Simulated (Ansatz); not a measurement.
A search over several starts for the lowest SCF solution of Ag₂I⁺ at the given spin, in a small basis.

```yaml
crystal:
  periodic: [false, false, false]
  atoms:
    - {symbol: Ag, position_ang: [0.458658, -1.084895, 1.683510]}
    - {symbol: Ag, position_ang: [0.677130, 0.830557, -1.753066]}
    - {symbol: I, position_ang: [-1.135788, 0.254338, 0.069556]}
basis:
  gaussian: {orbitals: def2-SVP, initial_orbitals: start.molden}
total_charge: 1
hamiltonian: {xc: pbe0, dispersion: d4}
output: {orbitals: {seedname: orbitals}}
```

The file start.molden holds the orbitals of an earlier run on this structure, at another level or in another basis.

```sh
$ ansatz run in.yaml --threads 4 --pin off --events-out ev --progress --plain --max-ram 3916MiB
```

It prints (some lines left out):

```
Functional definition: PBE0
990 factors; integrals over basis functions are off by at most 7.2e-4 eV
mean field evaluation 1: about -16093.5459 eV, gradient 2.6e1 eV
mean field evaluation 2: about -16093.7707 eV, gradient 5.6e-1 eV
mean field evaluation 4: about -16093.8639 eV, gradient 1.4e-2 eV
mean field evaluation 8: about -16086.8244 eV, gradient 5.4e1 eV
mean field evaluation 16: about -16093.8639 eV, gradient 5.2e-2 eV
mean field -16093.86389980 eV, -591.4385895048 hartree, gradient 5.0e-5 eV, S^2 0.000000; 1 other end points of the search recorded, 0 dependent functions left out
reference -16093.86395173 eV, -591.4385914131 hartree; 31, 31 occupied and 57, 57 virtual orbitals, 990 factors
Total energy: -16093.96773470 eV, -591.4424053672 hartree
```

It took 2.8 s on 4 threads of Arm Neoverse N1 on a shared host.

In the def2 sets Ag, I take a core potential; there is no spin–orbit coupling. The structure comes from a short search, and lower isomers may exist.
